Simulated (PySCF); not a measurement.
TiH4, SMILES [TiH4], multiplicity 1.

Geometry: B3LYP-D3(BJ)/def2-TZVPD. The spin state was assumed, not searched.

Two levels are set side by side: TDA-PBE/def2-TZVPD (PySCF) and TDA-B3LYP/def2-TZVPD (PySCF). Vertical, same geometry. The lowest singlet is HOMO→LUMO 75 %, HOMO→LUMO+1 25 % with PBE and HOMO→LUMO 75 %, HOMO→LUMO+1 25 % with the other functional; states are paired by order. Differences are taken from unrounded values.

```
quantity                              TDA-B3LYP
------------------------------------  ---------
lowest singlet excitation (eV)             3.29
lowest triplet excitation (TDA) (eV)       2.99
```

**Question.** What does TDA-PBE give, and how far is it from TDA-B3LYP? (An estimate is asked for; the answer gives what the named calculation found.)

**Answer.** 
| quantity | TDA-PBE | TDA-PBE minus TDA-B3LYP |
|---|---|---|
| lowest singlet excitation (eV) | 3.08 | -0.21 |
| lowest triplet excitation (TDA) (eV) | 2.74 | -0.25 |

Functionals without exact exchange tend to place singlet excitations lower, as here. Differences between two approximate levels are no errors against the true value.

Rough cost on one machine, each run with all the roots and properties that it gave: TDA-B3LYP against TDA-PBE about 2 times.
